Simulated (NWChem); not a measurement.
Molecule: C$_{4}$H$_{5}$Cl; SMILES C=C=CCCl

```xyz
10

C      0.5219    -2.8408     0.1742
C     -0.0142    -1.7006    -0.1695
C     -0.5579    -0.5557    -0.5033
C     -0.7084     0.5862     0.4538
Cl     0.2864     2.0379    -0.0655
H      1.5881    -3.0245     0.0556
H     -0.0747    -3.6512     0.5889
H     -0.9270    -0.4023    -1.5169
H     -1.7374     0.9496     0.4937
H     -0.3718     0.3218     1.4560
```
Atoms are numbered in this order, from 1.

Level: B3LYP/6-31G* (spherical d) (NWChem), optimised geometry, unscaled harmonic frequencies. 

List the harmonic frequencies with IR intensities, and the thermochemistry.


```
frequency (cm⁻¹)  IR intensity (km/mol)
----------------  ---------------------
70                                  0.7
200                                 1.0
279                                 7.8
365                                 5.1
526                                 6.1
585                                13.9
710                                78.9
878                                54.3
884                                 7.5
915                                15.4
1030                                0.5
1045                                4.0
1163                                4.4
1199                                6.1
1302                               61.7
1393                                2.9
1500                                2.2
1510                                1.5
2073                               56.9
3110                               16.1
3148                                2.2
3163                                0.9
3182                                6.4
3219                                2.3
```

```
Quantity                                                                           Result
-----------------------------------------------------------------------  ----------------
zero-point energy                                                           47.8 kcal/mol
thermal correction to the enthalpy at 298.15 K (with zero-point energy)     52.0 kcal/mol
heat capacity Cv                                                         19.1 cal/(mol K)
entropy at 298.15 K and 1 atm (symmetry number 1)                        76.9 cal/(mol K)
dipole moment                                                                      2.41 D
```

Rigid rotor and harmonic oscillator; modes under 100 cm⁻¹ make the entropy uncertain.
